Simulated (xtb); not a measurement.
xtb input:

```bash
xtb mol.xyz --gfn 2 --sp --chrg 0 --uhf 0
```
mol.xyz:
```
2

I     -0.00000000    -0.00000000    -1.66521062
I      0.00000000     0.00000000     1.66521062
```

### Question
What final total energy does it print?

### Answer
-7.60669 Eh (GFN2-xTB).

This state (charge 0, singlet) is run at the relaxed geometry of the species with charge -1 and multiplicity 2.
